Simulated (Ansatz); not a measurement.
Calculated with Ansatz (gas phase, PBE0-D4/def2-TZVP geometries, no zero-point term in ΔE). CBS: MP2 limit from def2 TZ/QZ plus the TZ coupled-cluster correction, frozen cores. DFT in def2-TZVPP. Each species was taken in one conformer, which may not be the lowest.

Reaction (redistribution): `B[O][AlH][BH2]` + `N[SiH2][SiH2][SiH3]` → `B[SiH2][SiH2][SiH3]` + `B[O][AlH][NH2]`

(1) Is it downhill or uphill in electronic energy at CCSD(T)/CBS, and by how much? (Estimate.)

(2) What do these levels give: PBE0-D4, ωB97X-V, PBE, HF/def2-TZVPP, CCSD/def2-TZVPP, CCSD/CBS(def2)? (An estimate is asked.)

Largest T1 diagnostic among the species: 0.014.

Results:

(1) Computed: Downhill: ΔE = -18.7 kcal/mol.

(2) Computed: PBE0-D4 -19.0, ωB97X-V -17.8, PBE -19.3, HF/def2-TZVPP -15.4, CCSD/def2-TZVPP -18.2, CCSD/CBS(def2) -18.1 kcal/mol.

From PBE to PBE0 (25 % exact exchange), in def2-TZVPP and without D4, ΔE moves by +0.8 kcal/mol. In def2-TZVPP, CCSD(T) changes the Hartree–Fock value by −3.3 kcal/mol (the triples alone add −0.6 kcal/mol) and MP2 by −4.0 kcal/mol.
